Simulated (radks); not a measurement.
Values are calculated unless marked as measured or tabulated.
Spherical quantum dot in the effective-mass picture: electrons in a hard-walled sphere of radius 5.97, all in effective atomic units (hartree* = m*/eps^2 hartree, bohr* = eps/m* bohr), one dielectric constant everywhere. Level of theory: non-relativistic Kohn-Sham, LDA (Slater exchange, Perdew-Wang correlation), spin-polarised, spherical densities (a radial shooting solver with Libxc functionals). Levels are named by radial order and angular momentum (1s, 1p, 1d, 2s, ...), and open shells are averaged over m.

N = 25, configuration 1s2 1p6 1d10 1f(up 7, down 0). This is the lowest configuration that the search found. Occupied and some empty levels:

| level | occupation | eigenvalue (hartree*) | <r> (bohr*) |
|---|---|---|---|
| 1s up | 1 | 5.2118 | 4.333 |
| 1s down | 1 | 5.2555 | 4.307 |
| 1p up | 3 | 5.2718 | 4.406 |
| 1p down | 3 | 5.3166 | 4.389 |
| 1d up | 5 | 5.3834 | 4.485 |
| 1d down | 5 | 5.4294 | 4.475 |
| 1f up | 7 | 5.5419 | 4.561 |
| 1f down | 0 | 5.5887 | 4.555 |
| 1g up | 0 | 5.7437 | 4.630 |
| 1g down | 0 | 5.7911 | 4.627 |
| 2s up | 0 | 5.8351 | 2.690 |
| 2s down | 0 | 5.8488 | 2.671 |
| 2p up | 0 | 6.0495 | 3.147 |
| 2p down | 0 | 6.0689 | 3.132 |
| 2d up | 0 | 6.3171 | 3.436 |
| 2d down | 0 | 6.3409 | 3.423 |

Energy (hartree*): total 72.3214, kinetic 14.776, external 0, Hartree 65.065, exchange-correlation -7.5192.
